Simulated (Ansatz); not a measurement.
Molecule: SnF$_{4}$, net charge 0, singlet state. 
Structure (B3LYP-D3(BJ)/def2-TZVP (Ansatz, an electronic-structure program) minimum search):
```
Sn
F 1 1.8899
F 1 1.8899 2 109.47
F 1 1.8899 2 109.47 3 -120.00
F 1 1.8899 2 109.47 3 120.00
```

Basis-set convergence of Hartree-Fock and CCSD correlation energies (hartree) with Ansatz. Correlated levels leave the core frozen unless marked. No spin-orbit coupling. Frozen are the shells of the preceding noble gas and the d and f shells that filled before the atom's block. In def2 rows, elements after Kr have scalar-relativistic effective core potentials.

```
basis        functions       E(HF)  E(corr, CCSD)
-----------  ---------  ----------  -------------
def2-SVPD          124  -610.90003       -0.88610
def2-TZVPPD        216  -611.40492       -1.11884
def2-QZVPPD        352  -611.42690       -1.21044
```

Extrapolating the two largest sets (X = 3 and 4) as X^-3: E(corr) = (64·(-1.21044) - 27·(-1.11884))/37 = -1.2773 Eh, an estimate of the basis-set limit. The largest set recovers 94.8 % of it, the smallest 69.4 %.
